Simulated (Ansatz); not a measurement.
`C[Si](N)(O)Cl` → `[CH3]`• + `N[Si](O)Cl`•  (homolysis of the C–Si bond)

Calculated with Ansatz (gas phase, PBE0-D4/def2-TZVP geometries, no zero-point term in ΔE). CCSD(T)/CBS adds triple-zeta CCSD(T) − MP2 to the extrapolated MP2 energy (def2 sets, frozen cores). This one scheme is used for every species. Functionals use def2-TZVPP. Open shells (•) are unrestricted, without spin–orbit coupling. Each species was taken in one conformer, which may not be the lowest.

`C[Si](N)(O)Cl`:

Z-matrix (Å, degrees):
```
C
Si 1 1.848
H 1 1.092 2 110.1
H 1 1.093 2 111.0 3 -120.3
H 1 1.092 2 110.6 3 120.2
N 2 1.694 1 110.1 3 62.1
O 2 1.637 1 114.7 3 -57.5
Cl 2 2.088 1 106.5 3 -173.7
H 6 1.006 2 121.0 1 41.8
H 6 1.007 2 120.4 1 -169.4
H 7 0.958 2 116.3 1 -97.4
```

`[CH3]`•:

```xyz
4

C     0.000    0.000    0.000
H     0.770    0.309   -0.691
H    -1.022    0.312   -0.156
H     0.252   -0.621    0.847
```

`N[Si](O)Cl`•:

Cartesian coordinates in Å:
```
N 0.004 0.244 -1.187
Si 0.302 -0.450 0.338
O 0.087 0.779 1.408
Cl -1.070 -1.990 0.566
H -0.171 -0.338 -1.990
H 0.430 1.124 -1.432
H 0.417 0.629 2.297
```

CCSD(T)/CBS gives +4.32 eV.

Task: Another level gave +4.00 eV. Which?
A. revPBE-D4/def2-TZVPP
B. CCSD/def2-TZVPP
C. MP2/def2-TZVPP
D. B2PLYP/def2-TZVPP

Result: A. revPBE-D4 4.00, B2PLYP 4.09, MP2/def2-TZVPP 4.36, CCSD/def2-TZVPP 4.16 eV.

Largest T1 diagnostic among the species: 0.013.

At CCSD(T), def2-SVP lies −0.18 eV from the extrapolated value and def2-TZVPP −0.09 eV: correlation converges slowly with the basis, and small sets miss more of it in the bonded molecule than in its fragments. Leaving LDA and LC-ωPBE aside and taking each functional with its dispersion term where it has one, the values, not all of them listed here, spread over 0.43 eV, from BLYP-D4 to ωB97M-V. LDA lies +0.71 eV from PBE without D4, its usual overbinding. The D4 term adds +0.14 eV with B3LYP and +0.08 eV with PBE0; it sums over pairs of atoms, weighted by their polarisabilities, and B3LYP, whose exchange is more repulsive, gets the larger term.

B3LYP here is the variant with VWN-RPA as its local correlation; programs differ in this.
